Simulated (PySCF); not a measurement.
**Working with the constants of SnO⁺**

PBE0 constants of SnO⁺, ²Π (doublet), unpaired electrons π ↑ (basis Sn cc-pVTZ-PP with ECP28, O cc-pVTZ; scalar-relativistic core potentials; PySCF 2.14; masses 119.9022 and 15.9949 u):

| Quantity | Value |
| --- | --- |
| ωe | 644.5 cm⁻¹ |
| ωexe | 2.68 cm⁻¹ |
| Be | 0.30439 cm⁻¹ |
| αe | 0.00186 cm⁻¹ |
| D (centrifugal) | 2.72e-07 cm⁻¹ |
| De to Sn⁺ + O | 3.21 eV |

Q: Give the vibrational terms G(v) and spacings up to v = 6.

A: G(v) = ωe(v+½) − ωexe(v+½)².

| v | G(v) (cm⁻¹) | G(v) − G(v−1) | Bv (cm⁻¹) |
| --- | --- | --- | --- |
| 0 | 321.6 |  | 0.3035 |
| 1 | 960.7 | 639.1 | 0.3016 |
| 2 | 1594.5 | 633.8 | 0.2997 |
| 3 | 2222.9 | 628.4 | 0.2979 |
| 4 | 2846.0 | 623.1 | 0.2960 |
| 5 | 3463.7 | 617.7 | 0.2942 |
| 6 | 4076.0 | 612.3 | 0.2923 |

Q: How well does the Morse estimate ωe²/(4ωexe) reproduce De, and what is D0?

A: It gives 4.80 eV, 150 % of the computed De. D0 = De − G(0) = 3.21 − 0.04 = 3.17 eV.

These are scalar-relativistic numbers at best; spin–orbit coupling would shift them, the dissociation energy most. For an ion De counts to the pair picked by the measured ionisation energies or electron affinities, which need not be the lowest pair at this level. The state is the lowest determinant that a PBE0 search found; another state may lie lower at other levels.
